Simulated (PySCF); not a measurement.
## Static response to an electric field

Compound: C₅H₆N₄.
SMILES with atom numbers: `[CH3:1][c:2]1[c:3]([C:4]#[N:5])[n:6][n:7][n:8]1[CH3:9]` (hydrogens: H10, H11, H12 on C1; H13, H14, H15 on C9)

Cartesian coordinates in Å at the GFN2-xTB level; atoms count from 1:
```
atom  x, y, z in Å
C1     0.413    1.527    0.144
C2     0.352    0.070   -0.090
C3     1.304   -0.851   -0.522
C4     2.642   -0.603   -0.862
N5     3.729   -0.356   -1.129
N6     0.713   -2.073   -0.564
N7    -0.497   -1.962   -0.199
N8    -0.755   -0.686    0.095
C9    -2.048   -0.264    0.540
H10    0.143    1.762    1.174
H11   -0.281    2.050   -0.516
H12    1.420    1.888   -0.048
H13   -2.688   -1.143    0.570
H14   -1.984    0.177    1.536
H15   -2.468    0.471   -0.149
```

Level: CAM-B3LYP/def2-SVPD (PySCF), static field, nuclei fixed, core orbitals frozen in the response. The polarisability tensor in these axes (au):

```
x   108.38   0.89 -15.63
y     0.89  80.29   4.41
z   -15.63   4.41  58.40
```

Problem. What are the eigenvalues, a third of the trace, and Δα (Δα² = ½Σ(αi − αj)² over the three pairs)?

Solution. Principal values 53.18, 81.03 and 112.87 au; mean 82.36 au = 12.20 Å³ = 13.58 × 10⁻⁴⁰ C²·m²/J; Δα = 51.73 au (63 % of the mean).

Problem. What is the dipole moment, and where does it point?

Solution. (-5.70, 4.34, 2.38) D, 7.55 D in size, pointing from the negative to the positive side. Measured along this direction, the outermost atoms are N5 at the negative end and H15 and H14 at the positive end.

Problem. Find the Langevin capture rate constant for H3+ (3.023 u) meeting this molecule (122.059 u), k = 2.342 × 10⁻⁹ cm³/s × √(α in Å³ / reduced mass in u).

Solution. The reduced mass is 2.95 u, so k = 4.76 × 10⁻⁹ cm³/s. The formula leaves out the permanent dipole, which adds to the capture rate.

Problem. What are the principal values of the traceless quadrupole moment, Θ = ½Σq(3rr − r²1), about the centre of nuclear charge?

Solution. -9.32, 2.65, 6.67 D·Å. The values depend on the origin, since the dipole doesn't vanish. The electronic extent ⟨r²⟩ about the same centre is 1156 bohr², a root-mean-square distance of 2.25 Å for the 64 electrons.

Problem. Along which axes do the principal values lie, and how far do the nuclei extend along each?

Solution. Largest value along (0.96, -0.01, -0.28), where the nuclei span 6.63 Å; middle along (0.06, 0.99, 0.15), 4.03 Å; least along (0.27, -0.16, 0.95), 1.79 Å. The response follows the extents in order.

Problem. Refractivity n − 1 of an ideal gas of it at 500 K and 1 atm, from the electronic α?

Solution. N = p/kT = 1.4678 × 10¹⁹ cm⁻³, so n − 1 = 2π × N × 12.20 × 10⁻²⁴ cm³ = 1126 × 10⁻⁶ at long wavelengths, for an ideal gas.

Isolated species at its GFN2-xTB geometry, gas phase.

The run behind these numbers computed excited states as well. Rough CPU time on one thread of a shared machine: about 2.3 min (grids of density and orbitals included).
